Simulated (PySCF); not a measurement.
**SMILES [H]/N=C\C#C[C@H]1C[Si@@H]1C, C₆H₉NSi**

Geometry (Å), atoms numbered from 1 in this order:
```xyz
17

C    -3.1751    0.2680    0.7617
Si   -1.5866   -0.5683    0.1715
C    -0.9245   -0.1999   -1.5461
C    -0.1683    0.5742   -0.4399
C     1.1697    0.2216   -0.1869
C     2.2987   -0.1634    0.0246
C     3.6346   -0.5077    0.3084
N     4.4918    0.1716    0.9477
H    -3.1117    0.5368    1.8124
H    -4.0243   -0.3983    0.6452
H    -3.3823    1.1720    0.1966
H    -1.1964   -1.8162    0.8059
H    -1.4723    0.4203   -2.2429
H    -0.3289   -0.9410   -2.0613
H    -0.3414    1.6454   -0.4196
H     3.9634   -1.4745   -0.0700
H     4.1467    1.0715    1.2826
```

Theory: PySCF, TDDFT PBE0/def2-SVPD circular dichroism and optical rotation, one conformer, gas phase. Geometry: GFN2-xTB.

States above about 6.5 eV (minus the energy of the highest occupied orbital) lie near or above the ionisation threshold and depend on the basis.

Task: What are the CIP labels of the stereocentres?

Result: Si2 S, C4 S.

Task: Which excitations and rotatory strengths does the calculation give?

Result: Rotatory strengths R in 10⁻⁴⁰ esu² cm², velocity form and length form (origin at the centre of mass); f in length form.
| state | E (eV) | λ (nm) | f | R (velocity) | R (length) | main |
| --- | --- | --- | --- | --- | --- | --- |
| 1 | 4.58 | 271 | 0.002 | +3.3 | +3.6 | HOMO−1→LUMO 0.92 |
| 2 | 4.83 | 257 | 0.454 | -20.7 | -19.7 | HOMO→LUMO 0.91 |
| 3 | 5.11 | 243 | 0.012 | -49.2 | -49.6 | HOMO−2→LUMO 0.84 |
| 4 | 5.59 | 222 | 0.002 | -1.0 | -1.1 | HOMO→LUMO+3 0.60, HOMO→LUMO+1 0.23 |
| 5 | 5.85 | 212 | 0.023 | -10.9 | -9.4 | HOMO→LUMO+1 0.71, HOMO→LUMO+3 0.24 |
| 6 | 6.00 | 207 | 0.009 | +20.6 | +19.6 | HOMO→LUMO+2 0.90 |
| 7 | 6.30 | 197 | 0.011 | +23.2 | +23.5 | HOMO−3→LUMO 0.65, HOMO→LUMO+4 0.08 |
| 8 | 6.37 | 195 | 0.054 | +18.8 | +18.2 | HOMO→LUMO+5 0.47, HOMO→LUMO+4 0.30 |
| 9 | 6.51 | 190 | 0.001 | +9.6 | +9.6 | HOMO→LUMO+4 0.57, HOMO→LUMO+5 0.31 |
| 10 | 6.56 | 189 | 0.027 | -8.6 | -8.5 | HOMO−1→LUMO+1 0.55, HOMO−1→LUMO+2 0.15 |
| 11 | 6.84 | 181 | 0.196 | +18.9 | +19.1 | HOMO−1→LUMO+3 0.32, HOMO−1→LUMO+2 0.23 |
| 12 | 6.93 | 179 | 0.003 | -13.5 | -11.9 | HOMO−2→LUMO+1 0.38, HOMO−1→LUMO+2 0.20 |
| 13 | 6.98 | 178 | 0.005 | +0.7 | +0.9 | HOMO−2→LUMO+3 0.25, HOMO−1→LUMO+2 0.24 |
| 14 | 7.03 | 176 | 0.076 | +22.2 | +20.9 | HOMO→LUMO+6 0.40, HOMO−1→LUMO+3 0.20 |
| 15 | 7.10 | 175 | 0.004 | +16.8 | +17.7 | HOMO−2→LUMO+3 0.27, HOMO→LUMO+6 0.24 |
| 16 | 7.22 | 172 | 0.049 | -18.9 | -17.3 | HOMO→LUMO+7 0.71, HOMO−2→LUMO+3 0.10 |

Among the states computed, the strongest CD band (largest |R|) is state 3. The largest dissymmetry factor in size, g = 4R/(D+G), with D and G the electric and magnetic dipole strengths, is +0.059 for state 9 (velocity form, f = 0.002), among bands with |R| over 0.5. The mirror image has the same energies and oscillator strengths and all R with the opposite sign.
